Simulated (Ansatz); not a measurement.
One change: `[AlH2][SiH2]S` becomes `CC[SiH]([AlH2])S`.

Ansatz, PBE0-D4/def2-TZVP geometries, multiplicity 1. Each molecule was computed in one conformer, which needn't be the lowest.

```json
{"property": "HOMO–LUMO gap (PBE0/def2-TZVPP) / eV", "`[AlH2][SiH2]S`": "5.18"}
{"property": "LUMO energy (PBE/def2-TZVPP) / eV", "`[AlH2][SiH2]S`": "-2.95"}
{"property": "LUMO energy (B3LYP/def2-TZVPP) / eV", "`[AlH2][SiH2]S`": "-2.38"}
{"property": "HOMO–LUMO gap (PBE/def2-TZVPP) / eV", "`[AlH2][SiH2]S`": "3.20"}
{"property": "HOMO–LUMO gap (B3LYP/def2-TZVPP) / eV", "`[AlH2][SiH2]S`": "4.74"}
{"property": "LUMO energy (ωB97M-V/def2-TZVPP) / eV", "`[AlH2][SiH2]S`": "-0.55"}
```

(1) What does the change do to each property? (Estimate.)

Results:

(1) Ansatz gave: 
```tsv
property	`CC[SiH]([AlH2])S`	shift
HOMO–LUMO gap (PBE0/def2-TZVPP) / eV	6.10	0.92
LUMO energy (PBE/def2-TZVPP) / eV	-1.37	1.58
LUMO energy (B3LYP/def2-TZVPP) / eV	-0.73	1.65
HOMO–LUMO gap (PBE/def2-TZVPP) / eV	4.28	1.08
HOMO–LUMO gap (B3LYP/def2-TZVPP) / eV	5.73	0.99
LUMO energy (ωB97M-V/def2-TZVPP) / eV	1.11	1.66
```

With PBE0 the HOMO rises by 0.72 eV and the LUMO rises by 1.64 eV, so the gap widens by about 0.92 eV. PBE moves the HOMO by 0.50 eV and ωB97M-V by 0.93 eV.

B3LYP here is the variant with VWN-RPA as its local correlation; programs differ in this.
